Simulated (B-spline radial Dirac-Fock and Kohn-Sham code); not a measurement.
# Sm 3d3/2: cross section and angular parameters

System: the Sm atom, configuration [Xe] 4f6 6s2; threshold 1110.9 eV (tabulated edge). Model: Dirac-Hartree-Slater photoionisation with a Latter tail; cross sections with all multipoles, angular parameters from the dipole term and its interference with E2. Program: a radial atomic solver.

For linearly polarised light dσ/dΩ = σ/(4π) [1 + β P₂(cos θ) + (δ + γ cos²θ) sin θ cos φ], with θ from the polarisation vector and φ the angle between the beam and the projection of the electron momentum on the plane normal to the polarisation.

| hν (eV) | σ (kb) | β | γ | δ |
| --- | --- | --- | --- | --- |
| 1190 | 662 | 0.383 | -0.046 | -0.003 |
| 1230 | 607 | 0.402 | -0.071 | -0.006 |
| 1250 | 584 | 0.430 | -0.082 | -0.007 |
| 1253.6 | 580 | 0.436 | -0.084 | -0.007 |
| 1590 | 324 | 0.885 | -0.138 | 0.013 |
| 1810 | 232 | 1.033 | -0.088 | 0.028 |
| 1970 | 185 | 1.102 | -0.037 | 0.037 |
| 2000 | 177 | 1.112 | -0.027 | 0.039 |
| 2130 | 149 | 1.151 | 0.018 | 0.045 |
| 2820 | 66.5 | 1.244 | 0.268 | 0.068 |
| 2984.4 | 56.2 | 1.251 | 0.324 | 0.072 |
| 4590 | 14.8 | 1.226 | 0.787 | 0.110 |
| 6000 | 6.10 | 1.158 | 1.079 | 0.143 |
| 8047.8 | ? | ? | ? | ? |
| 12000 | 0.535 | 0.900 | 1.775 | 0.286 |
| 12100 | 0.519 | 0.896 | 1.782 | 0.289 |

Q: Give the values at Cu Kα (8047.8 eV).

A: σ = 2.24 kb, β = 1.059, γ = 1.389, δ = 0.192.

Values without a named source are computed, but for edge energies of neutral atoms, which are taken from tables.
